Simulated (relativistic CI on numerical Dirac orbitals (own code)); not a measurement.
# Line list: Forbidden lines, Re6+

Method of calculation: Dirac-Coulomb-Breit CI, orbitals from a KLI potential per configuration, model QED, unscaled Slater integrals (own radial code, finite nucleus).

Configurations in the expansion (outside the closed core [Kr] 4d10): 4f14 5s2 5p6 5d, 4f14 5s2 5p6 6s, 4f14 5s2 5p6 5f, 4f14 5s2 5p6 6p, 4f14 5s2 5p5 5d2, 4f14 5s2 5p6 5g, 4f14 5s2 5p6 6d, 4f14 5s2 5p6 7s, 4f14 5s2 5p6 7p, 4f13 5s2 5p6 5d2, 4f14 5s2 5p6 6f, 4f14 5s2 5p6 7d, 4f14 5s 5p6 5d2, 4f14 5s2 5p6 7f. Double excitations out of closed p, d and f shells are left out; levels of such configurations are missing from the list, as are those of other unlisted configurations, and high levels can miss mixing partners.

| λ vac (nm) | Lower | Upper | Type | A (s⁻¹) | E lower (cm⁻¹) | E upper (cm⁻¹) |
| --- | --- | --- | --- | --- | --- | --- |
| 26.345 | 4f14 5s2 5p6 5d 2D_3/2 [1] | 4f14 5s2 5p5 5d2 2G°_9/2 [46] | E3 | 2.30e+00 | 0 | 379582 |
| 27.083 | 4f14 5s2 5p6 5d 2D_5/2 [2] | 4f14 5s2 5p5 5d2 2G°_9/2 [46] | M2 | 1.73e+01 | 10341 | 379582 |
| 27.529 | 4f14 5s2 5p6 5d 2D_5/2 [2] | 4f13 5s2 5p6 5d2 4F°_9/2 [37] | M2 | 7.52e-01 | 10341 | 373595 |
| 27.986 | 4f14 5s2 5p6 5d 2D_5/2 [2] | 4f13 5s2 5p6 5d2 4H°_9/2 [32] | M2 | 1.20e+00 | 10341 | 367662 |
| 28.023 | 4f14 5s2 5p6 5d 2D_5/2 [2] | 4f13 5s2 5p6 5d2 2I°_11/2 [31] | E3 | 7.96e-01 | 10341 | 367192 |
| 28.354 | 4f14 5s2 5p6 5d 2D_5/2 [2] | 4f14 5s2 5p5 5d2 2H°_11/2 [26] | E3 | 2.14e+00 | 10341 | 363029 |
| 28.462 | 4f14 5s2 5p6 5d 2D_5/2 [2] | 4f14 5s2 5p5 5d2 4F°_9/2 [25] | E3 | 2.35e+00 | 10341 | 361685 |
| 28.462 | 4f14 5s2 5p6 5d 2D_5/2 [2] | 4f14 5s2 5p5 5d2 4F°_9/2 [25] | M2 | 5.34e+01 | 10341 | 361685 |
| 29.742 | 4f14 5s2 5p6 5d 2D_5/2 [2] | 4f14 5s2 5p5 5d2 4G°_11/2 [17] | E3 | 1.42e-01 | 10341 | 346568 |
| 29.994 | 4f14 5s2 5p6 5d 2D_5/2 [2] | 4f14 5s2 5p5 5d2 4G°_9/2 [15] | E3 | 3.47e-01 | 10341 | 343741 |
| 29.994 | 4f14 5s2 5p6 5d 2D_5/2 [2] | 4f14 5s2 5p5 5d2 4G°_9/2 [15] | M2 | 2.86e+00 | 10341 | 343741 |
| 85.933 | 4f14 5s2 5p6 5d 2D_3/2 [1] | 4f14 5s2 5p6 6s 2S_1/2 [3] | E2 | 6.73e+03 | 0 | 116369 |
| 94.315 | 4f14 5s2 5p6 5d 2D_5/2 [2] | 4f14 5s2 5p6 6s 2S_1/2 [3] | E2 | 6.93e+03 | 10341 | 116369 |
| 139.38 | 4f14 5s2 5p6 5f 2F°_7/2 [7] | 4f14 5s2 5p5 5d2 2G°_9/2 [46] | E2 | 1.53e+00 | 307833 | 379582 |
| 139.38 | 4f14 5s2 5p6 5f 2F°_7/2 [7] | 4f14 5s2 5p5 5d2 2G°_9/2 [46] | M1 | 1.15e+01 | 307833 | 379582 |
| 167.14 | 4f14 5s2 5p6 5f 2F°_7/2 [7] | 4f13 5s2 5p6 5d2 4H°_9/2 [32] | M1 | 3.64e-01 | 307833 | 367662 |
| 279.01 | 4f14 5s2 5p5 5d2 4G°_9/2 [15] | 4f14 5s2 5p5 5d2 2G°_9/2 [46] | M1 | 3.12e+00 | 343741 | 379582 |
| 285.12 | 4f14 5s2 5p5 5d2 4G°_7/2 [16] | 4f14 5s2 5p5 5d2 2G°_9/2 [46] | M1 | 1.16e+01 | 344508 | 379582 |
| 431.80 | 4f14 5s2 5p5 5d2 2G°_7/2 [23] | 4f14 5s2 5p5 5d2 2G°_9/2 [46] | M1 | 5.92e+00 | 356423 | 379582 |
| 432.18 | 4f14 5s2 5p5 5d2 4D°_7/2 [13] | 4f14 5s2 5p5 5d2 4F°_9/2 [25] | M1 | 2.65e+01 | 338546 | 361685 |
| 518.45 | 4f14 5s2 5p5 5d2 4G°_9/2 [15] | 4f14 5s2 5p5 5d2 2H°_11/2 [26] | M1 | 6.93e+00 | 343741 | 363029 |
| 557.29 | 4f14 5s2 5p5 5d2 4G°_9/2 [15] | 4f14 5s2 5p5 5d2 4F°_9/2 [25] | M1 | 1.60e+01 | 343741 | 361685 |
| 582.20 | 4f14 5s2 5p5 5d2 4G°_7/2 [16] | 4f14 5s2 5p5 5d2 4F°_9/2 [25] | M1 | 5.46e+00 | 344508 | 361685 |
| 604.12 | 4f14 5s2 5p5 5d2 2H°_11/2 [26] | 4f14 5s2 5p5 5d2 2G°_9/2 [46] | M1 | 1.29e+01 | 363029 | 379582 |
| 607.50 | 4f14 5s2 5p5 5d2 4G°_11/2 [17] | 4f14 5s2 5p5 5d2 2H°_11/2 [26] | M1 | 7.61e+00 | 346568 | 363029 |
| 661.51 | 4f14 5s2 5p5 5d2 4G°_11/2 [17] | 4f14 5s2 5p5 5d2 4F°_9/2 [25] | M1 | 5.09e+00 | 346568 | 361685 |
| 723.14 | 4f13 5s2 5p6 5d2 2I°_11/2 [31] | 4f13 5s2 5p6 5d2 4G°_9/2 [48] | M1 | 1.32e+01 | 367192 | 381020 |
| 748.58 | 4f13 5s2 5p6 5d2 4H°_9/2 [32] | 4f13 5s2 5p6 5d2 4G°_9/2 [48] | M1 | 1.45e+01 | 367662 | 381020 |
| 967.00 | 4f14 5s2 5p6 5d 2D_3/2 [1] | 4f14 5s2 5p6 5d 2D_5/2 [2] | M1 | 1.19e+01 | 0 | 10341 |
| 978.64 | 4f13 5s2 5p6 5d2 4F°_7/2 [27] | 4f13 5s2 5p6 5d2 4F°_9/2 [37] | M1 | 8.42e+00 | 363376 | 373595 |
| 1072.3 | 4f13 5s2 5p6 5d2 2I°_11/2 [31] | 4f13 5s2 5p6 5d2 4H°_11/2 [43] | M1 | 1.94e+00 | 367192 | 376517 |
| 1129.2 | 4f13 5s2 5p6 5d2 4H°_9/2 [32] | 4f13 5s2 5p6 5d2 4H°_11/2 [43] | M1 | 1.34e+01 | 367662 | 376517 |
| 1346.7 | 4f13 5s2 5p6 5d2 4F°_9/2 [37] | 4f13 5s2 5p6 5d2 4G°_9/2 [48] | M1 | 1.86e+00 | 373595 | 381020 |
| 1502.3 | 4f13 5s2 5p6 5d2 2I°_11/2 [31] | 4f13 5s2 5p6 5d2 4I°_13/2 [39] | M1 | 6.08e+00 | 367192 | 373848 |
| 1685.5 | 4f13 5s2 5p6 5d2 4H°_9/2 [32] | 4f13 5s2 5p6 5d2 4F°_9/2 [37] | M1 | 1.16e+00 | 367662 | 373595 |
| 1720.3 | 4f13 5s2 5p6 5d2 4I°_13/2 [39] | 4f13 5s2 5p6 5d2 4I°_15/2 [47] | M1 | 3.46e+00 | 373848 | 379661 |
| 1925.1 | 4f14 5s2 5p5 5d2 4D°_7/2 [13] | 4f14 5s2 5p5 5d2 4G°_9/2 [15] | M1 | 2.14e+00 | 338546 | 343741 |
| 2333.4 | 4f13 5s2 5p6 5d2 4F°_7/2 [27] | 4f13 5s2 5p6 5d2 4H°_9/2 [32] | M1 | 3.22e-01 | 363376 | 367662 |
| 3537.0 | 4f14 5s2 5p5 5d2 4G°_9/2 [15] | 4f14 5s2 5p5 5d2 4G°_11/2 [17] | M1 | 4.50e-01 | 343741 | 346568 |

Terms are leading LS components. Brackets give the number of a level in order of energy, since labels repeat. The list gives strong lines, with weight on those to low levels, among the lowest 146 of 162 levels, so that lines to higher ones, which can be the strongest, are missing. Levels whose partners in the same complex of configurations lie outside the list can be far off, and so can their lines. Rates are taken at the computed energies, electric ones in the length gauge.

At this charge configurations can still be misplaced by up to about 7 % of their energy. Levels and lines within the n = 5 or 6 shells can be off by up to 10 % or somewhat more, and those that change n by about 2 %, since core polarisation is missing. Levels that differ in their count of f electrons can be misplaced by several ten thousand cm⁻¹, since the correlation energy of f electrons is missing or only estimated; rates across such gaps can be off by orders of magnitude.

LS names give the leading component of a level, which can be under half, so a name can repeat, a term be missing and a line seem to break the LS rules.
